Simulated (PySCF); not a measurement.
**Computed properties of octafluorocyclopentene (C₅F₈), SMILES FC1=C(F)C(F)(F)C(F)(F)C1(F)F**

octafluorocyclopentene (C5F8), SMILES FC1=C(F)C(F)(F)C(F)(F)C1(F)F. Geometry optimised at B3LYP-D3(BJ)/def2-SVP. One conformer was computed; it need not be the lowest. All values are computed for the isolated molecule unless a solvent is named; none is compared with measurement here.

**Structure.** The optimised structure has Cs symmetry. All 33 harmonic modes at B3LYP-D3(BJ)/def2-SVP (PySCF) are real, so it is a minimum. With heavy atoms numbered as in [F:1][C:2]1=[C:3]([F:4])[C:5]([F:6])([F:7])[C:8]([F:9])([F:10])[C:11]1([F:12])[F:13], the shortest bond between them is C3–F4 at 1.315 Å and the longest C5–C8 at 1.560 Å.

**Vibrations.** The strongest infrared lines (harmonic, unscaled, degenerate partners summed) lie at 1215 cm⁻¹ (279 km/mol, C 76 %, F 24 %), 1433 cm⁻¹ (271 km/mol, C 88 %, F 12 %), 1030 cm⁻¹ (266 km/mol, C 62 %, F 38 %). The softest mode is at 51 cm⁻¹ and the zero-point energy is 34.0 kcal/mol.

**Electronic structure.** ωB97X/def2-SVP (PySCF) places the frontier levels at -11.35 and 0.87 eV, a gap of 12.22 eV, and gives a dipole moment of 1.01 D and a mean polarisability of 48.4 bohr³.

**Excitations.** TDA-CAM-B3LYP/def2-SVP (PySCF) has S1 at 7.74 eV (160 nm, f = 0.001, dark); the most intense of the 10 singlets computed lies at 8.06 eV (f = 0.34). T1 (TDA) is at 4.33 eV, 3.41 eV under S1. No vertical singlet excitation falls in the visible range (under 3.1 eV).

**NMR.** GIAO shifts at PBE0/pcSseg-1 (PySCF) (non-relativistic, atoms alike by connectivity averaged): ¹³C from 118.2 to 151.6 ppm against TMS; ¹⁹F from -156.7 to -137.7 ppm against CFCl3.
